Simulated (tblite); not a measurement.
Compound: C3H8O2Si.
SMILES with atom numbers: `[CH3:1][C:2](=[O:3])[CH2:4][O:5][SiH3:6]` (hydrogens: H7, H8, H9 on C1; H10, H11 on C4; H12, H13, H14 on Si6)

The geometry is computed with GFN2-xTB (gas phase).

(1) Give the optimised bond lengths and angles.

Answers

(1) 
| bond | length (Å) |
| --- | --- |
| C1–C2 | 1.498 |
| C2=O3 | 1.204 |
| C2–C4 | 1.525 |
| C4–O5 | 1.389 |
| O5–Si6 | 1.624 |
| C1–H7, C1–H8, C1–H9 | 1.087 |
| C4–H10, C4–H11 | 1.098 |
| Si6–H12, Si6–H14 | 1.465 |
| Si6–H13 | 1.453 |

Bonds in one row agree within 0.01 Å and their mean is given. A selection of angles:
| angle | degrees |
| --- | --- |
| C2–C1–H7 | 109.1 |
| H7–C1–H8 | 110.4 |
| H7–C1–H9 | 107.3 |
| C1–C2–O3 | 124.3 |
| C1–C2–C4 | 115.1 |
| O3–C2–C4 | 120.6 |
| C2–C4–O5 | 112.6 |
| C2–C4–H10 | 107.8 |
| O5–C4–H10 | 111.0 |
| H10–C4–H11 | 106.9 |
| C4–O5–Si6 | 129.2 |
| O5–Si6–H12 | 111.0 |
| O5–Si6–H13 | 98.4 |
| H12–Si6–H13 | 114.0 |
| H12–Si6–H14 | 108.1 |

Dihedral angles: C1–C2–C4–O5 0° (synperiplanar); C2–C4–O5–Si6 177° (antiperiplanar). The mirror-image conformer, all signs reversed, is as good.

The 6 heavy atoms lie in one plane (0.017 Å rms). Si6 (oxygen-bound silicon) is distorted tetrahedral (angles from 98.4° to 114.0°). Of the pairs four or more bonds apart, O5···H9 is among the closest relative to their van der Waals radii: 2.58 Å, 95 % of the sum of Bondi's values. The 2 C–C bonds span 1.498 Å (C1–C2, drawn single) to 1.525 Å (C2–C4, drawn single), a spread of 0.027 Å. The 2 C–O bonds span 1.204 Å (C2=O3, drawn double) to 1.389 Å (C4–O5, drawn single), a spread of 0.185 Å.

Point group: near Cs, missed by 0.18 Å at most; the miss may be what the optimiser left on a soft mode. Its GFN2-xTB frequencies are all real (lowest 37 cm⁻¹). The numbers are those of one conformer. 3 starts were optimised and ended at 0.00, 0.24 and 3.15 kcal/mol (GFN2-xTB); the lowest of these is shown.
